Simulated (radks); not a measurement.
Results of a calculation; reference values are marked as such.
Trend from Lu to Hg: ionisation energy by Delta-SCF between NIST ground configurations, and size. Code: a radial shooting solver on a logarithmic mesh with Libxc functionals. Model: scalar-relativistic Kohn-Sham, PBE, spin-polarised, spherical densities, point nucleus; open shells are filled with parallel spins first (spin-orbit coupling, left out, can overturn this in heavy ions).

species,configuration,IE (eV),NIST (eV),kind,-e(HOMO) (eV),outermost,<r> outermost (bohr),r at 0.001 e/bohr^3 (bohr)
Lu,[Xe] 4f14 5d1 6s2,5.377,5.426,exp.,1.949 (5d),6s,3.68,5.06
Hf,[Xe] 4f14 5d2 6s2,6.870,6.825,exp.,3.093 (5d),6s,3.53,4.98
Ta,[Xe] 4f14 5d3 6s2,7.376,7.550,exp.,4.205 (5d),6s,3.42,4.87
W,[Xe] 4f14 5d4 6s2,7.533,7.864,exp.,4.761 (6s),6s,3.33,4.78
Re,[Xe] 4f14 5d5 6s2,7.660,7.834,exp.,4.808 (6s),6s,3.26,4.69
Os,[Xe] 4f14 5d6 6s2,8.406,8.438,exp.,4.789 (5d),6s,3.10,4.61
Ir,[Xe] 4f14 5d7 6s2,9.031,8.967,exp.,5.810 (6s),6s,2.97,4.53
Pt,[Xe] 4f14 5d9 6s1,9.514,8.959,exp.,5.620 (5d),6s,2.90,4.35
Au,[Xe] 4f14 5d10 6s1,9.587,9.226,exp.,6.082 (6s),6s,2.85,4.27
Hg,[Hg],10.482,10.438,exp.,6.817 (6s),6s,2.70,4.31

Reference values: NIST Atomic Spectra Database (exp. = measured, semi-emp. = semi-empirical, theory = theoretical value adopted there). Open shells are spherical and high-spin; term and fine-structure splittings are not resolved. Spin-orbit splitting is averaged out at the scalar-relativistic level.
